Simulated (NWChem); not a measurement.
Species: C2H2N2O; SMILES c1nnco1

Computed with NWChem. Each level has its own optimisation; frequencies are unscaled.

```tsv
level	r C–N (Å)	r C–O (Å)	r C–H (Å)	r N–N (Å)	highest harmonic frequency (cm⁻¹)	lowest (cm⁻¹)	zero-point energy (kcal/mol)	dipole (D)
LDA (Slater exchange, VWN5)/def2-SVP	1.293	1.345	…	1.370	…	…	…	…
B3LYP/3-21G	1.297	1.405	1.073	1.500	3341	618	28.2	2.98
PBE0/def2-SVP	1.287	1.345	1.088	1.376	3321	664	29.7	3.20
```

Question: Some entries are withheld; supply them.

Answer: 
- LDA (Slater exchange, VWN5)/def2-SVP, r C–H (Å): 1.099
- LDA (Slater exchange, VWN5)/def2-SVP, highest harmonic frequency (cm⁻¹): 3214
- LDA (Slater exchange, VWN5)/def2-SVP, lowest (cm⁻¹): 653
- LDA (Slater exchange, VWN5)/def2-SVP, zero-point energy (kcal/mol): 28.7
- LDA (Slater exchange, VWN5)/def2-SVP, dipole (D): 3.14
